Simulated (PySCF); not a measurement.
## Nuclear quadrupole coupling in SiCl2Me2

SiCl2Me2, C₂H₆Cl₂Si.
Geometry (PBE0-D3(BJ)/def2-SVP, Å), atoms numbered from 1 in this order:
```xyz
11
C2H6Cl2Si angstrom
Si     0.512   -0.007    0.358
Cl     0.570    0.009    2.429
Cl     2.468   -0.016   -0.329
C     -0.301    1.557   -0.227
H     -1.346    1.601    0.115
H     -0.287    1.606   -1.326
H      0.232    2.434    0.168
C     -0.311   -1.574   -0.203
H     -0.360   -1.607   -1.302
H     -1.334   -1.638    0.199
H      0.255   -2.450    0.148
```

Field gradients from the PBE0/pcSseg-1 density (PySCF, non-relativistic), principal values in atomic units, ordered |Vxx| ≤ |Vyy| ≤ |Vzz|:

```tsv
atom	Vxx	Vyy	Vzz
Cl2	-1.0249	-1.1553	2.1803
Cl3	-1.0224	-1.1550	2.1774
```

Q: Find the asymmetry η = (Vxx − Vyy)/Vzz and the couplings χ = eQV/h (234.96 MHz × Q in barn × V in au), with Q(35Cl) = −0.0817 b.

A: 
```
atom            environment  nucleus     η  χzz (MHz)  χxx (MHz)  χyy (MHz)
 Cl2  chlorine bonded to Si     35Cl  0.06     -41.85      19.68      22.18
 Cl3  chlorine bonded to Si     35Cl  0.06     -41.80      19.63      22.17
```

Q: What is Vzz at Cl3 in SI units (1 au = 9.71736 × 10²¹ V/m²)?

A: 2.1774 au = 21.159 × 10²¹ V/m².

Q: And the gradient at the other heavy atoms, for which no coupling is worked out here?

A: 
| atom | environment | Vzz (au) | η |
| --- | --- | --- | --- |
| Si1 | silicon bonded to 2 C and 2 Cl | -0.856 | 0.62 |
| C4 | carbon bonded to Si and 3 H | -0.045 | 0.29 |
| C8 | carbon bonded to Si and 3 H | -0.045 | 0.30 |

Isolated species at its PBE0-D3(BJ)/def2-SVP geometry, gas phase. With so small a basis the couplings can be 20 % off.
